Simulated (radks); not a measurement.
Values are calculated unless marked as measured or tabulated.
The nuclear charge of neutral nickel is varied continuously with 28 electrons held in [Ar] 3d8 4s2. Level of theory: scalar-relativistic Kohn-Sham, BLYP, spin-unpolarised, spherical densities, finite nucleus; Fermi nuclear charge, rms radius 3.7757 fm (a radial shooting solver on a logarithmic mesh with Libxc functionals). By the Hellmann-Feynman theorem dE/dZ = E(electron-nucleus)/Z, the electronic potential at the nucleus (averaged over a nucleus of fixed radius). The scalar-relativistic energy here is not variational (the density holds large components alone), so the two differ by a part that grows with Z.

[
 {"Z": "27.8", "E (hartree)": "-1494.91192", "E(electron-nucleus)/Z (hartree)": "-129.091", "HOMO": "4s", "e(HOMO) (eV)": "-3.977", "<r> HOMO (bohr)": "2.940"},
 {"Z": "28", "E (hartree)": "-1520.88125", "E(electron-nucleus)/Z (hartree)": "-130.353", "HOMO": "4s", "e(HOMO) (eV)": "-5.601", "<r> HOMO (bohr)": "2.806"},
 {"Z": "28.2", "E (hartree)": "-1547.10328", "E(electron-nucleus)/Z (hartree)": "-131.612", "HOMO": "4s", "e(HOMO) (eV)": "-7.350", "<r> HOMO (bohr)": "2.691"},
 {"Z": "28.4", "E (hartree)": "-1573.57754", "E(electron-nucleus)/Z (hartree)": "-132.869", "HOMO": "4s", "e(HOMO) (eV)": "-9.215", "<r> HOMO (bohr)": "2.589"},
 {"Z": "28.6", "E (hartree)": "-1600.30363", "E(electron-nucleus)/Z (hartree)": "-134.124", "HOMO": "4s", "e(HOMO) (eV)": "-11.191", "<r> HOMO (bohr)": "2.497"},
 {"Z": "28.8", "E (hartree)": "-1627.28122", "E(electron-nucleus)/Z (hartree)": "-135.377", "HOMO": "4s", "e(HOMO) (eV)": "-13.273", "<r> HOMO (bohr)": "2.415"},
 {"Z": "29", "E (hartree)": "-1654.51005", "E(electron-nucleus)/Z (hartree)": "-136.629", "HOMO": "4s", "e(HOMO) (eV)": "-15.456", "<r> HOMO (bohr)": "2.340"}
]

The central difference of E at Z = 28 is -130.478 hartree, to compare with the third column; the second derivative is -6.32 hartree.
